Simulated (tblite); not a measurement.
Compound: C₈H₇S (doublet state).
Numbering: `[CH2:1]=[CH:2][c:3]1[cH:4][cH:5][cH:6][c:7]([S:8])[cH:9]1` (hydrogens: H10, H11 on C1; H12 on C2; H13 on C4; H14 on C5; H15 on C6; H16 on C9)

Computed geometry: GFN2-xTB, gas phase. This method treats the open shell by occupation alone, without spin polarisation.

**Question.** Give the optimised bond lengths and angles.

**Answer.** 
```
  bond  length (Å)
 C1=C2       1.327
 C2–C3       1.459
 C3–C4       1.400
 C4–C5       1.385
 C5–C6       1.379
 C6–C7       1.401
 C7–S8       1.722
 C7–C9       1.397
 C3–C9       1.390
C1–H10       1.076
C1–H11       1.076
C2–H12       1.083
C4–H13       1.078
C5–H14       1.080
C6–H15       1.079
C9–H16       1.080
```

A selection of angles:
```
   angle  degrees
C1–C2–C3    126.7
C2–C3–C4    123.0
C2–C3–C9    118.6
C4–C3–C9    118.3
C3–C4–C5    120.8
C4–C5–C6    120.7
C5–C6–C7    119.5
C6–C7–S8    120.2
C6–C7–C9    119.6
S8–C7–C9    120.2
C3–C9–C7    121.1
```

Dihedral angles: C1–C2–C3–C4 0° (synperiplanar).

C5 (carbon bonded to 2 C and H) is planar (angles 120.7°, 119.7° and 119.6°, sum 360.0°, 0.00 Å off the plane of its three neighbours). C1 (carbon bonded to C and 2 H) is planar (angles 123.0°, 121.2° and 115.8°, sum 360.0°, 0.00 Å off the plane of its three neighbours). The 9 heavy atoms lie in one plane (0.000 Å rms). C3 (carbon bonded to 3 C) is planar (angles 123.0°, 118.6° and 118.3°, sum 360.0°, 0.00 Å off the plane of its three neighbours). The C–C distances run from 1.327 Å (C1=C2, drawn double) to 1.459 Å (C2–C3, drawn single), a spread of 0.132 Å. C6 (carbon bonded to 2 C and H) is planar (angles 121.2°, 119.5° and 119.4°, sum 360.0°, 0.00 Å off the plane of its three neighbours). C4 (carbon bonded to 2 C and H) is planar (angles 120.8°, 120.0° and 119.2°, sum 360.0°, 0.00 Å off the plane of its three neighbours).

Point group: Cs (tolerance 0.08 Å). Its lowest GFN2-xTB frequency is 13 cm⁻¹, too small to tell a flat minimum from a shallow saddle.

One conformer stands for the species.
